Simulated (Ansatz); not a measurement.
Relative stability

The two ends of one reaction step of GaH₃O, closed shell (PBE0-D4/def2-TZVP).

A:

```xyz
5
angstrom
Ga -0.4910 0.1865 -0.1627
O 1.1045 -0.6204 -0.1501
H -1.2534 0.0504 -1.5117
H -0.9383 0.9219 1.1444
H 1.5782 -0.5385 0.6800
```

B:

```
atom    x (Å)    y (Å)    z (Å)
 Ga1  -1.5922   0.6208   0.1238
  O2   0.3804  -0.6045  -0.4277
  H3   0.7436  -0.6773  -1.3142
  H4  -0.5983   0.9180   1.4690
  H5   1.0665  -0.2570   0.1492
```

Computed with Ansatz 0.2.0 (basis: def2-TZVPP); correlated methods freeze the cores. Filled d shells of the heavier atoms are correlated. The def2 sets are not built for correlating such inner shells, so the correlated values are less sure here. B3LYP uses VWN-RPA correlation.

Q: Which structure is lower at CCSD(T), and by how much? (Judge from chemistry; the value comes from the calculation.)

A: Computed: A, by 26.54 kcal/mol (electronic energy, against the other). By their contacts, A is GaH₃O ([OH][GaH2]) and B is a complex of GaH + H₂O.

All methods give the same order:

```tsv
method	E(B) − E(A) (kcal/mol)
SPW92	25.39
PBE-D4	22.07
BLYP-D4	19.39
r2SCAN-D4	27.25
B97M-V	25.61
PBE0-D4	23.56
B3LYP-D4	20.92
r2SCAN0-D4	26.64
BHLYP-D4	22.74
CAM-B3LYP-D4	24.19
wB97X-V	26.88
wB97M-V	22.57
B2PLYP	24.71
PBE-QIDH	28.08
RPA on PBE	25.04
HF	23.93
MP2	30.08
CCSD	26.04
CCSD(T)	26.54
```

T1 diagnostic: at most 0.016. The restricted Hartree–Fock reference is unstable towards an unrestricted one at one or more of these structures.

Labels in which every atom is bracketed show which atoms are joined, not bond orders.

For scale, one of the runs: CCSD(T)/def2-TZVPP, 121 basis functions, launched by `ansatz run in.yaml --threads 2 --pin off --events-out ev --progress --plain --max-ram 4352MiB`. Hardware: 2 CPU threads of an Arm Neoverse V2, shared host. Wall time about 9 s.
